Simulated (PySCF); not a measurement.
Isomers of C7H12BF, mass 126.102 u with the commonest isotopes. The calculation used PySCF 2.14.0, PBE0-D3(BJ)/def2-SVP geometry optimisation, gas phase. One conformer each, none proved a minimum here; rigid rotors.

**Question.** Order these by dipole moment, largest first.
A. `[CH2:1]=[CH:2][C@@H:3]1[BH:4][CH2:5][C@@H:6]([F:7])[C@@H:8]1[CH3:9]` with C1–C2–C3–B4 -74°, C2–C3–B4–C5 -100°, C3–B4–C5–C6 7°, B4–C5–C6–F7 -149°, C5–C6–C8–C9 166°
B. `[BH2:1][C@@H:2]1[CH2:3][CH2:4][CH:5]=[CH:6][C@:7]1([CH3:8])[F:9]` with H–B1–C2–C3 154° and -31°, B1–C2–C3–C4 169°, C2–C3–C4–C5 48°, C3–C4–C5–C6 -18°, C5–C6–C7–C8 -133°
C. `[CH3:1]/[C:2](=[CH:3]\[F:4])[C@@H:5]1[BH:6][CH2:7][CH2:8][CH2:9]1` with C1–C2–C5–B6 59°, C2–C5–B6–C7 -146°, C5–B6–C7–C8 -10°, B6–C7–C8–C9 30°, C7–C8–C9–C5 -39°

**Answer.** B (2.25 D), C (1.89 D), A (1.75 D).

**Question.** Order these by radius of gyration √(Σ m r²/M), smallest first.
A. `[CH2:1]=[CH:2][C@@H:3]1[BH:4][CH2:5][C@@H:6]([F:7])[C@@H:8]1[CH3:9]` with C1–C2–C3–B4 -74°, C2–C3–B4–C5 -100°, C3–B4–C5–C6 7°, B4–C5–C6–F7 -149°, C5–C6–C8–C9 166°
B. `[CH3:1]/[C:2](=[CH:3]\[F:4])[C@@H:5]1[BH:6][CH2:7][CH2:8][CH2:9]1` with C1–C2–C5–B6 59°, C2–C5–B6–C7 -146°, C5–B6–C7–C8 -10°, B6–C7–C8–C9 30°, C7–C8–C9–C5 -39°
C. `[CH2:1]=[C:2]1[CH2:3][C@@H:4]([B:5]([CH3:6])[CH3:7])[C@@H:8]1[F:9]` with C3–C4–B5–C6 142°, C1–C2–C3–C4 -151°, C2–C3–C4–B5 -146°, C3–C4–C8–F9 137°, C1–C2–C8–C4 151°
D. `[BH2:1][C@@H:2]1[CH2:3][CH2:4][CH:5]=[CH:6][C@:7]1([CH3:8])[F:9]` with H–B1–C2–C3 154° and -31°, B1–C2–C3–C4 169°, C2–C3–C4–C5 48°, C3–C4–C5–C6 -18°, C5–C6–C7–C8 -133°

**Answer.** D (1.951 Å), A (2.095 Å), C (2.264 Å), B (2.355 Å).

**Question.** Order these by rotational constant C, smallest first.
A. `[CH2:1]=[CH:2][C@@H:3]1[BH:4][CH2:5][C@@H:6]([F:7])[C@@H:8]1[CH3:9]` with C1–C2–C3–B4 -74°, C2–C3–B4–C5 -100°, C3–B4–C5–C6 7°, B4–C5–C6–F7 -149°, C5–C6–C8–C9 166°
B. `[CH2:1]=[C:2]1[CH2:3][C@@H:4]([B:5]([CH3:6])[CH3:7])[C@@H:8]1[F:9]` with C3–C4–B5–C6 142°, C1–C2–C3–C4 -151°, C2–C3–C4–B5 -146°, C3–C4–C8–F9 137°, C1–C2–C8–C4 151°
C. `[BH2:1][C@@H:2]1[CH2:3][CH2:4][CH:5]=[CH:6][C@:7]1([CH3:8])[F:9]` with H–B1–C2–C3 154° and -31°, B1–C2–C3–C4 169°, C2–C3–C4–C5 48°, C3–C4–C5–C6 -18°, C5–C6–C7–C8 -133°
D. `[CH3:1]/[C:2](=[CH:3]\[F:4])[C@@H:5]1[BH:6][CH2:7][CH2:8][CH2:9]1` with C1–C2–C5–B6 59°, C2–C5–B6–C7 -146°, C5–B6–C7–C8 -10°, B6–C7–C8–C9 30°, C7–C8–C9–C5 -39°

**Answer.** D (786.1 MHz), B (802.9 MHz), A (986.4 MHz), C (1191 MHz).

```
                                 SMILES  point group  Ia (u·Å²)  Ib (u·Å²)  Ic (u·Å²)      κ  μa (D)  μb (D)  μc (D)
                 B[C@@H]1CCC=C[C@]1(C)F           C1     228.25     307.35     424.42  -0.11    1.44    0.16    1.73
          C=C[C@@H]1BC[C@@H](F)[C@@H]1C           C1     196.22     398.36     512.36  -0.64    1.71    0.39    0.10
             C=C1C[C@@H](B(C)C)[C@@H]1F           C1     190.72     472.89     629.47  -0.71    1.05    1.36    0.60
                  C/C(=C\F)[C@@H]1BCCC1           C1     132.18     624.19     642.91  -0.98    1.86    0.29    0.14
B[C@@H]1[C@@H](F)[C@H]2C[C@@H]1[C@@H]2C           C1     206.87     335.38     431.23  -0.47    1.66    0.35    0.03
```
